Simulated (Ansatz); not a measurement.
Geometry optimisation, RKS PBE0-D4/def2-SVP (Ansatz).

input.yaml

```yaml
crystal:
  periodic: [false, false, false]
  atoms:
    - { symbol: Zn, position_ang: [0.0, 0.0, 0.0] }
    - { symbol: O, position_ang: [0.0, 0.0, 1.79] }
    - { symbol: H, position_ang: [-0.9095, -0.2814, 2.1271] }
    - { symbol: Cl, position_ang: [0.0, 0.0, -2.24] }
basis:
  gaussian: { orbitals: def2-SVP }
hamiltonian:
  xc: pbe0
  dispersion: d4
relax:
  f_tol: 0.02
  max_steps: 40
```

Command:

```bash
$ ansatz run input.yaml --threads 1 --pin off --max-ram 2048MiB --backend cpu --events-out ev --progress --plain --runs-dir out
```

Task: Where does it end, and by what steps?

Result: It converged. After 5 steps the energy has fallen by 0.192 eV; Cl4 moved furthest, 0.10 Å.

| step | energy less start (eV) | largest force component (eV/Å) | accepted |
| --- | --- | --- | --- |
| 0 | 0.0000 | 1.862 | yes |
| 1 | -0.1709 | 0.604 | yes |
| 2 | -0.1879 | 0.243 | yes |
| 3 | -0.1894 | 0.119 | yes |
| 4 | -0.1914 | 0.180 | yes |
| 5 | -0.1922 | 0.007 | yes |

```xyz
4
Properties=species:S:1:pos:R:3
Zn -0.064 -0.020 -0.046
O -0.029 -0.009 1.720
H -0.854 -0.264 2.146
Cl 0.037 0.011 -2.142
```

Whether the end is a true minimum wasn't checked by a vibrational analysis.

The run took 17 s on 1 thread of Arm Neoverse V1, on a shared host, peak memory 0.13 GiB.
